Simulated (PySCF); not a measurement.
From PBE0 to CCSD(T): MSn along the third period

PBE0 and CCSD(T) in PySCF with x2c-SVPall on every atom, spin-free X2C, for the lowest determinant that a PBE0 search found; no spin–orbit coupling.

| molecule | state (unpaired electrons) | PBE0 Re (Å) | PBE0 ωe (cm⁻¹) | PBE0 De (eV) | CCSD(T) Re (Å) | CCSD(T) ωe (cm⁻¹) | CCSD(T) De (eV) |
| --- | --- | --- | --- | --- | --- | --- | --- |
| NaSn | quartet (σ ↑, π ↑↑) | 2.905 | 185 | 1.21 | ? | ? | ? |
| AlSn | quartet (σ ↑, π ↑↑) | 2.649 | 271 | 2.26 | 2.671 | 270 | 2.00 |
| SiSn | triplet (π ↑↑) | 2.514 | 358 | 2.78 | 2.537 | 344 | 2.25 |
| SnS | singlet (closed shell) | 2.218 | 505 | 4.90 | 2.247 | 474 | 4.41 |
| SnCl | doublet (π ↑) | 2.387 | 360 | 3.87 | 2.396 | 360 | 3.34 |

(1) Estimate the CCSD(T) values of NaSn by adding the mean shift from PBE0 to CCSD(T) of the other rows, and compare with the calculation.

(2) What are the mean differences of PBE0 from CCSD(T) over the whole series?

In a basis of this size CCSD(T) is itself not converged; it tends to give bonds that are too long and too weak.

Correlated steps freeze the inner cores (19 to 23 orbitals); shallow outer-core shells are correlated. Correlated levels converge slowly with the basis: in double zeta they bind strong bonds too weakly, by up to about 1 eV, and carry superposition errors of some tenths. Spin–orbit coupling is left out, which matters for elements this heavy, above all for dissociation energies. Where the molecule has an RHF reference, its open-shell atoms are computed with UHF. The CCSD T1 diagnostic is raised in SnS, a sign that a single reference may not be enough there. States were picked by a PBE0 search and need not be the measured ground states.

## Answers

(1) The mean shifts are +2.1 pm, -12 cm⁻¹ and -0.45 eV, which give 2.926 Å, 174 cm⁻¹ and 0.76 eV. CCSD(T)/x2c-SVPall gives Re = 2.941 Å, ωe = 189 cm⁻¹, De = 1.18 eV.

(2) Re -2.4 pm, ωe +8 cm⁻¹, De +0.37 eV.
